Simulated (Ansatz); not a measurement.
Breaking a bond: ClLi, singlet.

- FCI = full CI/cc-pVDZ, frozen core (Ansatz, a quantum-chemistry and plane-wave program)
- RKS-PBE = restricted PBE/cc-pVDZ in Ansatz
- RCCSD = Ansatz with CCSD on RHF/cc-pVDZ, frozen core
- RKS-PBE0 = restricted PBE0/cc-pVDZ in Ansatz
- UHF/cc-pVDZ (Ansatz)

Energies are in kJ/mol, each relative to the lowest point of its own curve between 1.67 and 2.50 Å, where full CI is lowest.

```csv
R / Å,FCI,RKS-PBE,RCCSD,RKS-PBE0,UHF
1.67,122.9,112.7,122.7,112.3,123.7
1.80,47.4,41.9,47.2,41.3,47.4
1.89,19.5,16.3,19.3,15.8,19.2
2.01,2.4,1.5,2.3,1.3,2.2
2.07,0.0,0.0,0.0,0.0,0.0
2.19,3.7,5.1,3.9,5.5,4.2
2.24,7.8,9.6,8.1,10.2,8.5
2.34,19.2,21.4,19.6,22.5,20.1
2.39,26.2,28.4,26.6,29.7,27.2
2.50,43.4,45.6,43.9,47.4,44.5
2.62,64.3,65.9,64.9,68.3,65.2
2.71,80.8,81.7,81.4,84.5,81.4
2.92,119.7,118.4,120.4,122.2,119.5
3.09,150.6,146.8,151.3,151.7,149.3
3.36,196.6,188.2,197.2,194.9,193.3
3.68,245.3,230.1,245.8,239.7,239.6
4.08,296.8,271.7,297.2,286.0,288.6
4.51,341.6,304.7,342.1,324.6,331.5
5.09,386.2,334.7,388.4,361.6,338.2
5.71,411.5,354.9,423.0,387.9,339.6
6.73,418.0,373.9,480.5,414.2,340.0
7.78,418.5,384.1,511.9,429.8,340.1
```

At the longest distance, 7.78 Å, RCCSD lies highest above its minimum (511.9 kJ/mol) and UHF lowest (340.1 kJ/mol).

The restricted form behind RKS-PBE, RKS-PBE0 keeps the bonding electrons paired and can't separate into open-shell fragments. The T1 diagnostic of CCSD on the restricted reference of RCCSD exceeds 0.045 at 5.09 to 7.78 Å. The unrestricted determinant behind UHF is spin-contaminated at 5.09 to 7.78 Å (<S²> up to 1.0, against 0.00 for a pure singlet).
